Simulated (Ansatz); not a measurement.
# A relaxation, step by step

CH$_{3}$BrI (charge -1), closed shell, PBE0-D4/def2-TZVPD (Ansatz 0.2.0). Settings:

```yaml
hamiltonian: {xc: pbe0, dispersion: d4}
relax: {f_tol: 0.005, max_steps: 200}
```

Start, a step off a saddle point along its unstable mode:

```
6
angstrom
I 0.5236 -1.8535 1.5568
C 0.0636 -0.2252 0.1891
Br -0.5569 1.9713 -1.6556
H -0.8942 0.2540 0.5271
H 0.9118 0.5100 0.2244
H -0.0480 -0.6565 -0.8417
```

| step | energy less the last (meV) | largest force component (eV/Å) |
| --- | --- | --- |
| 1 | 138.0 | 1.244 |
| 2 | 15.3 | 0.334 |
| 3 | 0.9 | 0.054 |
| 4 | 0.2 | 0.026 |
| 5 | 0.0 | 0.017 |
| 6 (rejected trial) | 0.3 | 0.066 |
| 7 | 0.0 | 0.002 |

Step 3, positions (Å) and forces (eV/Å):

| atom | x | y | z | Fx | Fy | Fz |
| --- | --- | --- | --- | --- | --- | --- |
| I1 | 0.529 | -1.872 | 1.572 | 0.015 | -0.051 | 0.043 |
| C2 | 0.068 | -0.239 | 0.201 | 0.015 | -0.054 | 0.046 |
| Br3 | -0.602 | 2.130 | -1.789 | -0.007 | 0.024 | -0.020 |
| H4 | -0.855 | 0.205 | 0.546 | -0.033 | 0.033 | -0.007 |
| H5 | 0.896 | 0.453 | 0.252 | 0.018 | 0.040 | -0.016 |
| H6 | -0.035 | -0.678 | -0.782 | -0.009 | 0.008 | -0.046 |

Step 4, positions (Å) and forces (eV/Å):

```csv
atom,x,y,z,Fx,Fy,Fz
I1,0.530,-1.877,1.577,-0.001,0.004,-0.003
C2,0.068,-0.242,0.204,0.007,-0.026,0.022
Br3,-0.604,2.139,-1.796,-0.003,0.012,-0.010
H4,-0.855,0.205,0.545,-0.006,0.005,0.000
H5,0.895,0.453,0.252,0.004,0.006,-0.002
H6,-0.035,-0.677,-0.781,-0.001,0.000,-0.007
```

Step 5, positions (Å) and forces (eV/Å):

```csv
atom,x,y,z,Fx,Fy,Fz
I1,0.531,-1.879,1.578,-0.004,0.014,-0.011
C2,0.069,-0.245,0.206,0.005,-0.017,0.014
Br3,-0.607,2.147,-1.803,-0.001,0.003,-0.002
H4,-0.855,0.204,0.547,0.002,0.000,-0.001
H5,0.896,0.452,0.253,-0.002,-0.001,-0.001
H6,-0.035,-0.679,-0.780,0.000,0.002,0.002
```

Last step (7):

```
atom    x (Å)    y (Å)    z (Å)
  I1   0.5308  -1.8789   1.5781
  C2   0.0695  -0.2462   0.2068
 Br3  -0.6073   2.1498  -1.8056
  H4  -0.8544   0.2032   0.5468
  H5   0.8957   0.4513   0.2536
  H6  -0.0344  -0.6791  -0.7796
```

The run took about 14 s on 4 CPU threads of a Oxide Virtual Turin-like (shared host).
